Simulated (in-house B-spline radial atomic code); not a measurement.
Configurations of the caesium ion Cs⁴⁺, with energies counted from [Kr] 4d10 5s2 (5p1/2)2 (5p3/2)1. All numbers are computed (Dirac-Hartree-Fock, average of each configuration as written; Fermi nucleus of rms radius 4.8041 fm) with a radial B-spline atomic code at the basis-set limit, not measured. Energies include first-order Breit, QED and recoil terms.

Occupations are held fixed; configurations that lie above the ionisation limit could autoionise.

```tsv
configuration	E - E(ref) (eV)	highest orbital	its <r> (bohr)
[Kr] 4d10 5s2 (5p1/2)1 (5p3/2)2	1.5801	5p3/2	1.889
[Kr] 4d10 5s2 (5p1/2)1 (5p3/2)1 (7d3/2)1	44.277	7d3/2	7.705
[Kr] 4d10 5s2 (5p1/2)1 (5p3/2)1 (9f5/2)1	51.747	9f5/2	19.24
[Kr] 4d10 5s1 (5p1/2)1 (5p3/2)2 (9f7/2)1	68.358	9f7/2	19.18
[Ar] (3d3/2)4 (3d5/2)5 4s2 4p6 4d10 5s2 (5p3/2)3 (5f7/2)1	763.34	5f7/2	3.959
[Ar] (3d3/2)3 (3d5/2)6 4s2 4p6 4d10 5s2 (5p3/2)3 (6f5/2)1	784.16	6f5/2	6.807
[Ar] (3d3/2)3 (3d5/2)6 4s2 4p6 4d10 5s2 (5p1/2)1 (5p3/2)2 (8g7/2)1	788.62	8g7/2	16.97
```

(1) Order these further configurations by energy, lowest first.
A. [Ar] (3d3/2)4 (3d5/2)5 4s2 4p6 4d10 5s2 (5p3/2)3 (7f7/2)1
B. [Kr] 4d10 5s2 (5p1/2)2 (9d5/2)1
C. [Kr] 4d10 5s2 (5p3/2)3
D. [Kr] (4d3/2)4 (4d5/2)5 5s2 (5p3/2)3 (8g7/2)1
E. [Ar] (3d3/2)3 (3d5/2)6 4s2 4p6 4d10 5s2 (5p1/2)1 (5p3/2)2 (9d5/2)1

(2) How far above the reference does [Kr] 4d10 5s1 (5p1/2)1 (5p3/2)2 (6d5/2)1 lie?

(3) How far above the reference does [Kr] (4d3/2)3 (4d5/2)6 5s2 (5p1/2)2 (5p3/2)1 9s1 lie?

(4) How far above the reference does [Kr] 4d10 5s2 (5p3/2)2 (7p1/2)1 lie?

Answers

(1) C (4.1242 eV), B (48.808 eV), D (126.21 eV), A (774.05 eV), E (787.44 eV).

(2) 54.068 eV; its least bound orbital is 6d5/2 with <r> = 4.837 bohr.

(3) 120.66 eV; its least bound orbital is 9s1/2 with <r> = 12.13 bohr.

(4) 43.335 eV; its least bound orbital is 7p1/2 with <r> = 6.325 bohr.
